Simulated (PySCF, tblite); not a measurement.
Isomers of CH6FSi3 (doublet state), one GFN2-xTB conformer each. Single-point energies are computed at B3LYP/pcH-1 (PySCF, gas phase, no added dispersion term), electronic only. GFN2-xTB treats the open shell by occupation alone, and not every SCF solution was tested for stability.

**Question.** Rank them by B3LYP/pcH-1 energy, lowest first (kJ/mol).
A. `[F:1][Si:2]1[SiH2:3][CH2:4][SiH2:5]1` (doublet state) with F1–Si2–Si3–C4 -117°, Si2–Si3–C4–Si5 9°, Si3–C4–Si5–Si2 -9°, F1–Si2–Si5–C4 117°
B. `[F:1][Si@H:2]1[SiH:3][CH2:4][SiH2:5]1` (doublet state) with F1–Si2–Si3–C4 121°, Si2–Si3–C4–Si5 -9°, Si3–C4–Si5–Si2 9°, F1–Si2–Si5–C4 -113°
C. `F[SiH]1[SiH2][CH][SiH2]1` [radical]

**Answer.** A (0.0), B (3.8), C (53.9).

Neighbours under 21 kJ/mol apart (F[Si]1[SiH2]C[SiH2]1 and F[Si@H]1[SiH]C[SiH2]1) can change places with a better method, another conformer or zero-point energy. GFN2-xTB itself gives, in the same order: 0.0, 23.1, 90.0. Both levels put the same isomer lowest; measured from each level's own lowest isomer, the values differ by up to 36.1 kJ/mol (F[SiH]1[SiH2][CH][SiH2]1: 90.0 against 53.9).

**Question.** What happens when harmonic zero-point energies from GFN2-xTB frequencies are added?

**Answer.** 
| SMILES | ZPE (kJ/mol) | electronic (kJ/mol) | with ZPE (kJ/mol) |
| --- | --- | --- | --- |
| F[Si]1[SiH2]C[SiH2]1 | 160.9 | 0.0 | 0.0 |
| F[Si@H]1[SiH]C[SiH2]1 | 159.3 | 3.8 | 2.3 |
| F[SiH]1[SiH2][CH][SiH2]1 | 145.9 | 53.9 | 39.0 |

The zero-point energies span 15.0 kJ/mol. The order is unchanged.

**Question.** As an exercise, what shares would exp(−E/RT) give at 2000 K from these electronic energies alone (no entropy, no degeneracies)?

**Answer.** RT = 16.629 kJ/mol: F[Si]1[SiH2]C[SiH2]1 54.5 %, F[Si@H]1[SiH]C[SiH2]1 43.3 %, F[SiH]1[SiH2][CH][SiH2]1 2.1 %.
